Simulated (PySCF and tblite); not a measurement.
The numbers below are computed, except where a source is named.
Dynamics report: rearrangement

System: C8H10Si, numbered as in [CH:1]1=[CH:2][C@H:3]2[C@H:4]3[CH:5]=[CH:6][C@@H:7]1[SiH2:8][C@@H:9]23.

Motion: Cope rearrangement (breaking C3–C4, making C1–C6). Level: PBE0/pcSseg-1 + D3(BJ), IEF-PCM chloroform on GFN2-xTB stationary points, with GFN2-xTB thermal terms. Rates follow Eyring's equation with the number of equivalent paths and no tunnelling. Shieldings: GIAO at the same DFT level; methyl-like tops are averaged, other torsions stay as in the two minima; line shapes leave out couplings. (PySCF 2.14 with density fitting, tblite 0.8.)

```json
{"point": "start", "symmetry": "Cs", "E(GFN2) kcal/mol": "0.0", "E(DFT) kcal/mol": "0.0", "ZPE change kcal/mol": "0.00", "lowest mode cm⁻¹": "186", "dipole D": "0.63"}
{"point": "saddle", "symmetry": "C2v", "E(GFN2) kcal/mol": "10.1", "E(DFT) kcal/mol": "18.2", "ZPE change kcal/mol": "-1.17", "lowest mode cm⁻¹": "387i", "dipole D": "0.42"}
{"point": "end", "symmetry": "Cs", "E(GFN2) kcal/mol": "0.0", "E(DFT) kcal/mol": "0.0", "ZPE change kcal/mol": "0.00", "lowest mode cm⁻¹": "186", "dipole D": "0.63"}
```

```json
{"Electronic barrier": "18.2 kcal/mol", "Barrier with zero-point energy": "17.0 kcal/mol", "ΔH‡ (298 K)": "16.8 kcal/mol", "ΔS‡ (298 K, symmetry apart)": "-1.5 cal/(mol K)", "Paths": "1 equivalent path", "End point": "the same structure with atoms interchanged, or its mirror image", "Mean lifetime of the start against this motion at 298 K": "670 ms", "Cost": "88 s on 1 thread of Arm Neoverse V1, shared host (rough), peak memory 1.1 GiB, launched as `OMP_NUM_THREADS=1 python ens_run.py task.json out`"}
```

```csv
T/K,ΔG‡ kcal/mol,k s⁻¹
200,17.1,8.8×10⁻⁷
250,17.1,0.0053
298,17.2,1.5
350,17.3,115
400,17.4,2640
```

ΔG and ΔG‡ leave out symmetry numbers and mirror images; rates count paths: 1 out.

Sites that the motion interchanges:

```csv
nucleus,site,ppm,scale
¹H,"H on C1, H on C6",6.27,δ against TMS
¹H,"H on C3, H on C4",2.39,δ against TMS
¹H,H on C7,2.58,δ against TMS
¹H,H on C9,1.27,δ against TMS
```

| nucleus | sites | ¹H MHz | spread Hz | coalescence K | k there s⁻¹ |
| --- | --- | --- | --- | --- | --- |
| ¹H | H on C1, H on C6 / H on C3, H on C4 | 360 | 1398 | 403 | 3110 |
| ¹H | H on C1, H on C6 / H on C3, H on C4 | 400 | 1553 | 405 | 3460 |
| ¹H | H on C1, H on C6 / H on C3, H on C4 | 600 | 2330 | 413 | 5180 |
| ¹H | H on C7 / H on C9 | 360 | 472 | 384 | 1050 |
| ¹H | H on C7 / H on C9 | 400 | 524 | 386 | 1160 |
| ¹H | H on C7 / H on C9 | 600 | 786 | 393 | 1750 |

DFT energies on a tight-binding saddle of a bond shift can be off by several kcal/mol.
